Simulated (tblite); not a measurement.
Start geometry of `CCC[Si@@](C)([SiH3])C#N` from a force field or distance geometry (Å):
```
atom  x, y, z in Å
C1     3.1378   -0.4003    0.2873
C2     1.7092   -0.7334   -0.1642
C3     0.7475    0.3928    0.1782
Si4   -1.0585    0.0952   -0.3424
C5    -1.7535   -1.3842    0.5768
Si6   -2.2967    1.9537    0.2456
C7    -1.2253   -0.0806   -2.1956
N8    -1.3171   -0.1936   -3.3381
H9     3.1774   -0.2323    1.3701
H10    3.8060   -1.2203    0.0494
H11    3.4886    0.5025   -0.2173
H12    1.7134   -0.9401   -1.2313
H13    1.3955   -1.6639    0.3504
H14    0.7625    0.5843    1.2525
H15    1.0757    1.3256   -0.3126
H16   -2.8113   -1.5347    0.3391
H17   -1.2125   -2.2927    0.3023
H18   -1.6714   -1.2615    1.6534
H19   -3.7221    1.7692   -0.1042
H20   -1.7518    3.1659   -0.4227
H21   -2.2021    2.1655    1.7227
```

Q: What comes out of this run: tblite, GFN2-xTB geometry optimisation, gas phase?

A: 
```
atom  x, y, z in Å
C1     3.1293   -0.4610    0.2059
C2     1.6700   -0.7336   -0.1391
C3     0.7719    0.4438    0.2376
Si4   -1.0754    0.1971   -0.2040
C5    -1.7211   -1.4347    0.5494
Si6   -2.3961    2.0537    0.2532
C7    -1.0577   -0.1235   -2.0554
N8    -1.0578   -0.2903   -3.1899
H9     3.2418   -0.2811    1.2736
H10    3.7533   -1.3092   -0.0664
H11    3.4898    0.4154   -0.3287
H12    1.5818   -0.9293   -1.2102
H13    1.3390   -1.6296    0.3901
H14    0.8661    0.6314    1.3102
H15    1.1442    1.3412   -0.2627
H16   -2.7659   -1.5953    0.2977
H17   -1.1636   -2.2964    0.1913
H18   -1.6448   -1.4174    1.6337
H19   -3.7861    1.8263   -0.1439
H20   -1.9267    3.2589   -0.4322
H21   -2.4011    2.3505    1.6893
```

The energy falls by 0.142 eV over 82 L-BFGS steps, the largest force on an atom goes from 0.81 to 0.008 eV/Å, and the atoms move by 0.154 Å rms after alignment. The bond that changes most is Si4–C5 (four-coordinate silicon to Si-methyl carbon), which lengthens by 0.034 Å. Bonds longer at the end by more than 0.005 Å: 6 of 20; shorter: 10. Among the angles that change most is C5–Si4–C7, from 112.3° to 104.2°. Rotational constants go from 1520, 828.9, 698.5 to 1566, 813.3, 699.9 MHz. The orientation of the end geometry is arbitrary; only internal coordinates are fixed.

GFN2-xTB frequencies show an imaginary mode (20i cm⁻¹), so the point is no minimum at that level.

The numbers are calculated, not measured.
